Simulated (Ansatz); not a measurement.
Consider the ligand exchange at the Sc–O bond: `[OH][Sc]([Cl])[O][SiH3]` + HCl → `[SiH3][O][Sc]([Cl])[Cl]` + H₂O.

Computed with Ansatz on PBE0-D4/def2-TZVP structures; ΔE is electronic, products minus reactants. CBS: MP2 limit from def2 TZ/QZ plus the TZ coupled-cluster correction, frozen cores. This one scheme is used for every species. For Sc outer-core shells are correlated without core-valence functions, which leaves a few kJ/mol of doubt a bond. Scalar relativity is left out up to krypton. One conformer a species, not always the lowest.

```
                  species  MP2/def2-TZVPP energy (Eh)
`[OH][Sc]([Cl])[O][SiH3]`                 -1661.71877
                      HCl                  -460.30264
`[SiH3][O][Sc]([Cl])[Cl]`                 -2045.71277
                      H₂O                   -76.32349
```

Work out ΔE.

ΔE = (-2045.71277) + (-76.32349) − (-1661.71877) − (-460.30264) = -0.01485 Eh = -9.3 kcal/mol. CCSD(T)/CBS gives -9.8 kcal/mol.

Largest T1 diagnostic among the species: 0.015.

At CCSD(T), def2-SVP lies +3.6 kcal/mol from the extrapolated value and def2-TZVPP +0.7 kcal/mol. From BLYP to BHLYP (50 % exact exchange), in def2-TZVPP and without D4, ΔE moves by −1.6 kcal/mol.
